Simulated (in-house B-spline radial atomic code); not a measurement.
# RPA and G0W0 on LDA VWN5: Al2+

Configuration [Ne] 3s1, highest spin, mean-field start LDA VWN5. Computed with an all-electron radial atomic-structure program (B-spline basis): all electrons, non-relativistic, point nucleus, each spin shell either full or empty, empty states to l = 9 with an (l + 1/2)⁻⁴ tail; G0W0 by contour deformation at full frequency.

RPA overbinds a lone outer s electron by self-correlation, and G0W0 tends to as well.

Command:
```bash
python run_gw.py task.json out
```
Settings (radii: box in bohr, nucleus in fm):
```
Z                        13
electrons                11
configuration            [Ne] 3s1
hamiltonian              nr
method                   lda,vwn
lmax                     9
spin_polarised           True
box_radius               17.55
intervals                48
ion_configuration        [He] 2s2 2p6
```

Cost of the run: 1.9 s on 1 thread of Arm Neoverse V1, on a shared host.

Energies (hartree):

| term | value |
| --- | --- |
| mean-field total | -240.40630 |
| Hartree-Fock functional on these orbitals | -241.01666 |
| direct second order | -0.7397 |
| second-order exchange | 0.27713 |
| SOSEX correction | 0.24985 |

(1) What is the RPA correlation energy, and what remains with SOSEX?

Quasi-particle levels (eV):

```csv
level,occupied,mean field,Σx - vxc,Σc,QP weight,G0W0
3s up,yes,-24.542,-3.60,?,?,?
3s down,no,-22.650,5.66,-2.07,0.899,-19.056
```

G0W0 = mean field + (Σx - vxc) + Σc, with Σc (partial-wave tail included) taken at the quasi-particle energy. Only the outer levels were computed. Levels of low weight are left out.

(2) Where does G0W0 put 3s up?

(3) What does it cost to remove one electron (to [He] 2s2 2p6) by differences of total energies, each species on its own start (correlation terms add to the Hartree-Fock functional)?

Results:

(1) RPA gives -0.64955 hartree (-1.61 eV per electron); RPA + SOSEX gives -0.39969, and the second-order doubles -0.46257 hartree (no singles). RPA lacks exchange-type terms and so overcorrelates at short range.

(2) At -29.219 eV, with Σc = -1.08 eV and a quasi-particle weight of 0.947. The tabulated removal energy is 28.448 eV (NIST, measured); the calculation leaves out relativity, Breit and QED terms, and what these don't explain is the method's own error.

(3) LDA VWN5 28.819 eV, Hartree-Fock functional 27.982 eV, + RPA 29.059 eV, + RPA + SOSEX 28.335 eV, + second order 28.466 eV. Tabulated: 28.448 eV (NIST, measured); the calculation leaves out relativity, Breit and QED terms, and what these don't explain is the method's own error.
